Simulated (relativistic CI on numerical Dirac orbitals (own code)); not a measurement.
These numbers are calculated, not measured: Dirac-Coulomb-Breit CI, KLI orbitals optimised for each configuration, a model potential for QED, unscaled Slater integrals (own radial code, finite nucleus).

The strongest absorption lines from the ground level of an ion, among the configurations computed and to levels below about 1260 eV (vacuum wavelength in Å, gf): 17.818 (0.13), 20.593 (0.48), 25.123 (0.07), 26.106 (0.6), 26.893 (0.38), 45.575 (6.1), 56.639 (0.1), 61.290 (0.001).

Which ion is it?
A. Os XXIX
B. Os XXXI
C. Os XXXIII
D. Pb XXXVII

B. Os XXXI has 46 electrons and the ground level 4s²4p⁶4d¹⁰ ¹S0; the strongest line goes to 4s²4p⁶4d⁹4f ¹P°1. The pattern of lines fixes the number of electrons, and along that sequence the line energies rise steadily with the charge (about as its square where n changes within one kind of shell, about linearly where n is kept but much faster in heavy ions where fine structure, which grows about as Z⁴, sets the gap, and irregularly where shells cross), which fixes Z. Configurations outside the model, such as inner-shell arrays, can give stronger lines. At this charge energies of transitions that change n are usually good to better than 1 %, and those within a shell (Δn = 0) to a few per cent.

LS names give the leading component of a level, which can be under half, so a name can repeat, a term be missing and a line seem to break the LS rules.
